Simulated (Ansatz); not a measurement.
Molecule: PO, charge 0, multiplicity 2. SMILES: [O][P]
Geometry: optimised at B3LYP-D3(BJ)/def2-TZVP (Ansatz, a program for electronic structure).

Parts of the frozen-core correlation energy in cc-pV(D+d)Z (Ansatz, hartree). Frozen orbitals: 6; correlated occupied orbitals by spin: 6 and 5; virtual: 25 and 26. Open shells are spin-unrestricted. Spin-orbit coupling is left out. Non-relativistic.

```
term                            value
-------------------------  ----------
reference (HF)             -415.57471
MP2 opposite-spin            -0.20808
MP2 same-spin                -0.07620
CCSD correlation             -0.29496
(T)                          -0.01130
CCSDT minus CCSD(T)          -0.00074
CCSDT(Q) minus CCSD(T)       -0.00232
T1 diagnostic                   0.026
largest doubles amplitude       0.103
<S^2> of the reference          0.767
```
